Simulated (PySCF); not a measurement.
# Assigning NMR signals

Geometry:
```json
{"atom": "C1", "x (Å)": "-3.836", "y (Å)": "-0.253", "z (Å)": "1.420"}
{"atom": "C2", "x (Å)": "-2.876", "y (Å)": "0.060", "z (Å)": "0.384"}
{"atom": "C3", "x (Å)": "-2.083", "y (Å)": "0.325", "z (Å)": "-0.485"}
{"atom": "Si4", "x (Å)": "-0.866", "y (Å)": "0.751", "z (Å)": "-1.812"}
{"atom": "O5", "x (Å)": "0.667", "y (Å)": "0.479", "z (Å)": "-1.347"}
{"atom": "C6", "x (Å)": "1.278", "y (Å)": "-0.701", "z (Å)": "-0.929"}
{"atom": "C7", "x (Å)": "2.672", "y (Å)": "-0.395", "z (Å)": "-0.375"}
{"atom": "C8", "x (Å)": "2.585", "y (Å)": "0.395", "z (Å)": "0.888"}
{"atom": "N9", "x (Å)": "3.199", "y (Å)": "0.020", "z (Å)": "1.915"}
{"atom": "H10", "x (Å)": "-3.820", "y (Å)": "-1.321", "z (Å)": "1.637"}
{"atom": "H11", "x (Å)": "-3.597", "y (Å)": "0.297", "z (Å)": "2.330"}
{"atom": "H12", "x (Å)": "-4.837", "y (Å)": "0.025", "z (Å)": "1.091"}
{"atom": "H13", "x (Å)": "-1.218", "y (Å)": "-0.057", "z (Å)": "-2.987"}
{"atom": "H14", "x (Å)": "-0.777", "y (Å)": "2.186", "z (Å)": "-2.044"}
{"atom": "H15", "x (Å)": "0.669", "y (Å)": "-1.190", "z (Å)": "-0.158"}
{"atom": "H16", "x (Å)": "1.366", "y (Å)": "-1.391", "z (Å)": "-1.779"}
{"atom": "H17", "x (Å)": "3.211", "y (Å)": "0.198", "z (Å)": "-1.119"}
{"atom": "H18", "x (Å)": "3.217", "y (Å)": "-1.320", "z (Å)": "-0.189"}
{"atom": "H19", "x (Å)": "1.949", "y (Å)": "1.288", "z (Å)": "0.819"}
{"atom": "H20", "x (Å)": "3.090", "y (Å)": "0.613", "z (Å)": "2.735"}
```

Rapidly exchanging positions averaged, relativity neglected, a single conformation, isolated molecule. GFN2-xTB geometry; σ from GIAO-PBE0/pcSseg-1; PySCF 2.14.

Chemical shifts δ = σref − σ; ¹³C and ¹H against TMS, all at this level.

Q: Assign these signals to the numbered atoms. ¹³C{¹H} NMR (computed): δ 177.0, 113.7, 84.0, 64.9, 47.4, 5.9.

A: 
177.0 → C8, carbon bonded to C, N, H
113.7 → C2, carbon bonded to 2 C
84.0 → C3, carbon bonded to C, Si
64.9 → C6, carbon bonded to C, O, 2 H
47.4 → C7, carbon bonded to 2 C, 2 H
5.9 → C1, carbon bonded to C, 3 H

Q: Assign these signals to the numbered atoms. ¹H NMR (600 MHz, computed): δ 10.99 (br s, 1H), 8.73 (t, 1H), 4.99 (s, 2H), 4.10 (t, 2H), 2.53 (m, 2H), 2.08 (s, 3H).

A: 
| δ (ppm) | atoms | environment | reason |
| --- | --- | --- | --- |
| 10.99 | H20 | hydrogen on a nitrogen bonded to C | – |
| 8.73 | H19 | hydrogen on a carbon bonded to C, N | – |
| 4.99 | H13/H14 | hydrogen on a silicon bonded to C, O | – |
| 4.10 | H15/H16 | hydrogen on a carbon bonded to C, O | – |
| 2.53 | H17/H18 | hydrogen on a carbon bonded to 2 C | – |
| 2.08 | H10/H11/H12 | hydrogen on a carbon bonded to C | – |

Exchangeable OH/NH protons stand at their gas-phase positions; hydrogen bonding in a real sample shifts them, mostly to higher δ. Shifts are as computed. Against solution values, carbons near 30 ppm lie about +3 ppm off and those near 130 ppm about +5 ppm. Of 1211 compounds with measured shifts, 218 miss one by over three times the rms of a fit or turn the order of signals round; such compounds aren't used in these exercises. Multiplicities follow the n + 1 count of equivalent neighbours, as no J values were calculated; m marks all less simple cases, F and P coupling included.
